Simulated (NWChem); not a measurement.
System: C3H8Mg; SMILES C[CH](C)[MgH]

Input file for NWChem:

```
start job
memory heap 200 mb stack 900 mb global 1100 mb
geometry units angstroms noautoz
  Mg     0.000885     1.695386     0.259851
  H      0.002844     3.361654     0.696806
  C     -0.001659    -0.368851    -0.269956
  C     -1.270283    -1.104376     0.202981
  C      1.262496    -1.109186     0.207633
  H      0.000458    -0.398934    -1.372045
  H     -1.267580    -2.163337    -0.108610
  H     -1.363272    -1.105942     1.298407
  H     -2.189729    -0.657147    -0.198302
  H      2.185093    -0.665349    -0.190150
  H      1.256886    -2.168086    -0.104094
  H      1.351411    -1.111236     1.303401
end
basis spherical
  * library 6-31g*
end
dft
  xc pbe0
  iterations 150
  mulliken
end
task dft energy
```

Excerpt of the output:

```
             Northwest Computational Chemistry Package (NWChem) 7.3.0
             --------------------------------------------------------

 CS  symmetry detected

                             Geometry "geometry" -> ""
                             -------------------------

 Output coordinates in angstroms (scale by  1.889725989 to convert to a.u.)

  No.       Tag          Charge          X              Y              Z
 ---- ---------------- ---------- -------------- -------------- --------------
    1 Mg                  12.0000     0.02731006     1.70098866     0.00000000
    2 H                    1.0000     0.37207777     3.38874390     0.00000000
    3 C                    6.0000    -0.38830894    -0.38923553     0.00000000
    4 C                    6.0000     0.12677227    -1.09994778    -1.26639387
    5 C                    6.0000     0.12677227    -1.09994778     1.26639387
    6 H                    1.0000    -1.48708386    -0.47980754     0.00000000
    7 H                    1.0000    -0.12624900    -2.17439991    -1.26223721
    8 H                    1.0000     1.22081653    -1.04157507    -1.35734630
    9 H                    1.0000    -0.29663165    -0.67703189    -2.18741857
   10 H                    1.0000    -0.29663165    -0.67703189     2.18741857
   11 H                    1.0000    -0.12624900    -2.17439991     1.26223721
   12 H                    1.0000     1.22081653    -1.04157507     1.35734630

 Effective nuclear repulsion energy (a.u.)     137.3582212443

      Symmetry information
      --------------------

 Group name             Cs
 Group number              2
 Group order               2
 No. of unique centers     8

                                 NWChem DFT Module
                                 -----------------

 Summary of "ao basis" -> "ao basis" (spherical)
 ------------------------------------------------------------------------------
       Tag                 Description            Shells   Functions and Types
 ---------------- ------------------------------  ------  ---------------------
 Mg                          6-31g*                  8       18   4s3p1d
 H                           6-31g*                  2        2   2s
 C                           6-31g*                  6       14   3s2p1d

      Symmetry analysis of basis
      --------------------------

        a'         47
        a"         29

            General Information
            -------------------
          SCF calculation type: DFT
          Wavefunction type:  closed shell.
          No. of atoms     :    12
          No. of electrons :    38
           Alpha electrons :    19
            Beta electrons :    19
          Charge           :     0
          Spin multiplicity:     1
          Use of symmetry is: on ; symmetry adaption is: on
          Maximum number of iterations: 150
          AO basis - number of functions:    76
                     number of shells:    42
          Convergence on energy requested:  1.00D-06
          Convergence on density requested:  1.00D-05
          Convergence on gradient requested:  5.00D-04

              XC Information
              --------------
                         PBE0 Method XC Functional
                     Hartree-Fock (Exact) Exchange  0.250
          PerdewBurkeErnzerhof Exchange Functional  0.750
            Perdew 1991 LDA Correlation Functional  1.000 local
           PerdewBurkeErnz. Correlation Functional  1.000 non-local

             Grid Information
             ----------------
          Grid used for XC integration:  medium
          Radial quadrature: Mura-Knowles
          Angular quadrature: Lebedev.
          Tag              B.-S. Rad. Rad. Pts. Rad. Cut. Ang. Pts.
          ---              ---------- --------- --------- ---------
          Mg                  1.50       88          10.0       590
          H                   0.35       45          13.0       434
          C                   0.70       49          11.0       434
          Grid pruning is: on
          Number of quadrature shells:   411
          Spatial weights used:  Erf1

      Superposition of Atomic Density Guess
      -------------------------------------

 Sum of atomic energies:        -316.56184205

      Non-variational initial energy
      ------------------------------

 Total energy =    -318.610052
 1-e energy   =    -707.344108
 2-e energy   =     251.375835
 HOMO         =      -0.238111
 LUMO         =      -0.009714

      Symmetry analysis of molecular orbitals - initial
      -------------------------------------------------

  Numbering of irreducible representations:

     1 a'          2 a"

  Orbital symmetries:

     1 a'          2 a'          3 a"          4 a'          5 a'
     6 a'          7 a"          8 a'          9 a'         10 a"
    11 a'         12 a'         13 a'         14 a"         15 a"
    16 a'         17 a"         18 a'         19 a'         20 a'
    21 a'         22 a"         23 a'         24 a'         25 a"
    26 a'         27 a'         28 a"         29 a'

     ---------------------------------------------
      Total Density - Mulliken Population Analysis
     ---------------------------------------------

    Atom       Charge   Shell Charges
 -----------   ------   -------------------------------------------------------
    1 Mg  12    11.40   2.00  2.00  5.97  0.66  0.26  0.36  0.09  0.05
    2 H    1     1.16   0.44  0.72
    3 C    6     6.64   2.00  0.71  1.97  0.70  1.23  0.03
    4 C    6     6.68   2.00  0.72  2.02  0.68  1.23  0.04
    5 C    6     6.68   2.00  0.72  2.02  0.68  1.23  0.04
    6 H    1     0.78   0.47  0.30
    7 H    1     0.79   0.47  0.32
    8 H    1     0.77   0.47  0.30
    9 H    1     0.77   0.47  0.30
   10 H    1     0.77   0.47  0.30
   11 H    1     0.79   0.47  0.32
   12 H    1     0.77   0.47  0.30

[...]
```

Level: PBE0/6-31G* (spherical d). All runs use the structure optimised with B3LYP/6-31G* (spherical d).
